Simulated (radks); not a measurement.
Values are calculated unless marked as measured or tabulated.
All-electron atom: the caesium ion Cs+ in [Xe] (the NIST ground configuration). Level of theory: scalar-relativistic Kohn-Sham, r2SCAN, spin-unpolarised, spherical densities, finite nucleus; meta-GGA in the generalised Kohn-Sham scheme; Fermi nuclear charge, rms radius 4.8041 fm (a radial shooting solver on a logarithmic mesh with Libxc functionals).

Local quantities along the radius. ELF = 1/(1 + alpha^2) is the electron localisation function; alpha = (tau - tau_W)/tau_unif compares the Pauli kinetic energy density with that of the uniform gas. tau is taken from the large components.

```
   r/bohr * ELF (the largest magnitude, 0.999, reaches the edge; | marks zero)
 0.001211 |                                                      *
 0.001615 |                                                      *
 0.002137 |                                                      *
 0.002827 |                                                      *
  0.00377 |                                                      *
 0.004989 |                                                      *
 0.006601 |                                                      *
 0.008804 |                                                      *
  0.01165 |                                                     *
  0.01541 |                                                    *
  0.02056 |                                              *
   0.0272 |                              *
  0.03599 |                 *
    0.048 |                     *
  0.06351 |                                   *
  0.08403 |                                        *
   0.1121 |                             *
   0.1483 |                 *
   0.1962 |                             *
   0.2617 |                                         *
   0.3463 |                             *
   0.4581 |          *
   0.6111 |                                    *
   0.8085 |                                        *
     1.07 |                    *
    1.427 |                  *
    1.888 |                                         *
    2.498 |                                           *
    3.332 |                          *
    4.408 |   *
    5.832 *
```

On this mesh the ELF has minima near r = 0.042, 0.15, 0.46, 1.2 bohr, which separate the shells, and maxima near 0.084 (0.75), 0.26 (0.76), 0.70 (0.77), 2.2 (0.82).
